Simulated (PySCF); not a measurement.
Q: Write Cartesian coordinates for `S=C1C[BH2-]N1` as optimised with PBE0-D3(BJ)/def2-SVP. (Charge -1.)

A: 
```
atom  x, y, z in Å
S1     2.475    0.044    0.035
C2     0.799   -0.029    0.032
C3    -0.197   -1.103   -0.369
B4    -1.362    0.002    0.075
N5    -0.089    0.883    0.398
H6    -0.095   -1.377   -1.432
H7    -0.072   -2.019    0.232
H8    -2.070    0.464   -0.835
H9    -2.043   -0.275    1.076
H10    0.187    1.796    0.747
```

Any rigid rotation of these coordinates is as good. Atoms count from 1 in this order. The 4-membered ring C2–C3–B4–N5 has internal angles of 82.0° to 96.9°; it is planar, 0.00 Å rms from its mean plane, widest ring torsion 0°. C2 (thiocarbonyl carbon) is planar (angles 133.4°, 129.8° and 96.9°, sum 360.0°, 0.00 Å off the plane of its three neighbours). N5 (nitrogen bound to a thiocarbonyl carbon) is planar (angles 142.1°, 122.1° and 95.7°, sum 360.0°, 0.00 Å off the plane of its three neighbours). The 5 heavy atoms lie in one plane (0.000 Å rms).

Bonds between heavy atoms (Å): S1=C2 1.677, C2–C3 1.519, C3–B4 1.666, B4–N5 1.582, C2–N5 1.324.

The calculation used PySCF, PBE0-D3(BJ)/def2-SVP geometry optimisation, gas phase.

Point group: Cs (tolerance 0.08 Å). Stationary, but not proved a minimum. The geometry's basis has no diffuse functions, a weakness for an anion.

Hardware: AMD EPYC 9R45, one thread, shared host. Cost: 5.9 s, 0.52 GiB resident at most. This is the geometry optimisation.
